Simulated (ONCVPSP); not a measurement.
Which setting gave this result? (N, ONCV)

Base potential:

ONCVPSP 4.0.1 input, shortened (lines: element, Z, core and valence counts, functional; n l f; lmax; l rc ep ncon nbas qcut; lloc lpopt rc5 dvloc0; l nproj debl; icmod fcfact rcfact), LDA (Perdew-Zunger), scalar-relativistic:

```
  N 7.00    1    2        3      upf
    1    0    2.00
    2    0    2.00
    2    1    3.00
    1
    0    0.85    0.00    4    7    9.30
    1    1.45    0.00    5    9    8.40
    4    5    0.75    2.00
    0    1    2.10
    1    2    1.60
    3    4.75    1.70
```

Cutoffs, loose and tight: the cutoffs (Ha) at which the residual kinetic energy of the hardest occupied pseudo-wave falls to 1 and 0.1 mHa per electron. They do not see the model core or the augmentation charge, which bear on the density cutoff. Test errors are all-electron minus pseudo excitation energies from the reference, over the configurations 2s2 2p2; 2s2 2p1; 2s2 2p0; 2s1 2p4; variants that change the core or the reference have their own tests.

Only the scale of all radii but the core radius (base = 1) is moved (1 further runs of the sweep failed or gave no value and are left out):

```tsv
scale of all radii but the core radius (base = 1)	cutoff, loose	cutoff, tight	bound ghosts	largest test error (meV)	median size of the test errors
0.83	169 Ha	247 Ha	none	+136	21.3 meV
0.91	30 Ha	103 Ha	none	+195	28.3 meV
0.97	31 Ha	39 Ha	none	+253	35.7 meV
1.01	31 Ha	39 Ha	none	+299	41.7 meV
1.06	32 Ha	40 Ha	none	+373	52.2 meV
1.13	31 Ha	40 Ha	none	+476	67.8 meV
1.19	31 Ha	38 Ha	none	+569	81.5 meV
1.31	29 Ha	36 Ha	none	+803	117.6 meV
```

One more run gave cutoff, loose: 30 Ha; cutoff, tight: 37 Ha; bound ghosts: none; largest test error (meV): +688; median size of the test errors: 100.1 meV. Which value of the scale of all radii but the core radius (base = 1) was used?

1.25. The median size of the test errors moves one way along this sweep, from 21.3 meV at 0.83 to 117.6 meV at 1.31, which places the run between 1.19 and 1.31.
